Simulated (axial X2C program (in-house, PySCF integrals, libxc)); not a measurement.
## Bond lengths and stretching modes, held linear, of CoCN⁻

Calculated with an axial X2C code built on PySCF integrals: two-component X2C with atomic mean-field Coulomb and Gaunt terms, Gaussian nuclei, basis Co dyall-v3z, C dyall-v3z, N dyall-av3z with contracted cores. Spin-free rows use the one-electron spin-free X2C Hamiltonian.

Masses Co 58.933, C 12.000, N 14.003 u. States: 2c Ω = 7/2 (beyond evenly filled blocks: 2 × ω = 1/2, ω = 5/2); spin-free M_S = 3/2, Λ = 2 (beyond evenly filled blocks: 2 × σα, δ+α, δ+β, δ-α).

PBE0, spin-free: energies above the lowest point

```tsv
r(Co–C) (Å)	r(C–N) (Å)	E (meV)
1.8866	1.1398	59.89
1.8866	1.1690	12.31
1.8866	1.1982	58.48
1.9350	1.1398	44.60
1.9350	1.1690	0.00
1.9350	1.1982	49.17
1.9350	1.2275	176.17
1.9834	1.1398	52.82
1.9834	1.1690	10.72
1.9834	1.1982	62.42
2.0318	1.1690	39.08
2.0318	1.2275	224.56
```

Q: Fit a quadratic surface with cubic terms in each bond: where is the minimum, and what are the two stretching wavenumbers?

A: At PBE0, spin-free: bonds 1.935 and 1.167 Å; harmonic stretches 381.5 and 2168.3 cm⁻¹; force constants 1.57, 17.7 and coupling 0.29 mdyn/Å.

The other levels and Hamiltonians give:

```csv
Hamiltonian,level,r(Co–C) (Å),r(C–N) (Å),lower stretch (cm⁻¹),upper stretch (cm⁻¹)
2c,PBE0,1.935,1.168,381.2,2168.2
2c,BHandHLYP,2.011,1.153,330.4,2259.1
spin-free,BHandHLYP,2.010,1.153,330.8,2259.2
```

Each state is one determinant, the lowest of a limited PBE0 search; the stretches come from a fit to these few points and carry an uncertainty of a few per cent. Other orders of the atoms were not compared. Left out for rough or failed fits: HF 2c, MP2 2c, HF spin-free, MP2 spin-free. For an anion the highest level of a functional can be positive, and the basis then holds the extra electron. The molecule was held linear; bending was not examined, so a bent shape may lie lower. Note: functional without a current term on a determinant with orbital currents, of the molecule or an atom. Note: several unpaired electrons, one determinant need not be a pure state.
